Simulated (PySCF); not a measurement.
## Polarisability and C₆ of W⁺ (tungsten, charge +1)

[Xe] 4f14 5d4 6s1, high-spin 6D determinant. Computed with PySCF 2.14 in x2c-TZVPPall with one added diffuse shell each of s, p, d, f type (12s8p8d4f1g, 113 functions), with scalar relativity by spin-free X2C-1e. Coupled (time-dependent) response in atomic units; α is the mean over directions.

```tsv
method	mean α (bohr³)	α xx, yy, zz	C₆ (like pair)	S(−4)
PBEsol	34.97	34.28, 34.28, 36.35	301.6	497.1
```

S(−4) is the Cauchy moment in α(ω) = α(0) + S(−4) ω² + …

Spin-orbit coupling is absent.

α(iu) at PBEsol:

```
u (hartree)  α(iu) (bohr³)
          0          34.97
     0.0500          33.78
      0.100          30.77
      0.200          23.40
      0.300          17.65
      0.500          11.18
      0.750          7.386
       1.00          5.375
       1.50          3.300
       2.00          2.254
       3.00          1.246
       5.00         0.5389
```

For an ion, C₆ is the dispersion term alone; charge-induced terms of lower order in 1/R come first.

The components differ because the open shell of this determinant is not spherical; for a pure term their mean is the scalar polarisability.

Spin-orbit coupling, absent here, splits the open shell strongly.
